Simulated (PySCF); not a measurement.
TiF₂I₂, SMILES [F][Ti]([F])([I])[I], multiplicity 1. Geometry: PBE-D3(BJ)/def2-SVP. The spin state was assumed, not searched. The structure was generated by enumeration; whether it is a known compound was not checked. The def2 effective core potentials stand for the cores of I; spin–orbit coupling is left out.

Computed equilibrium geometry at PBE-D3(BJ)/def2-SVP (PySCF confirms it by a frequency run) as a Z-matrix, and its point group:
point group C2v.
```
Ti
F 1 1.7355
F 1 1.7355 2 109.20
I 1 2.5643 2 109.68 3 120.23
I 1 2.5643 2 109.68 3 -120.23
```
Charge 0, spin multiplicity 1.
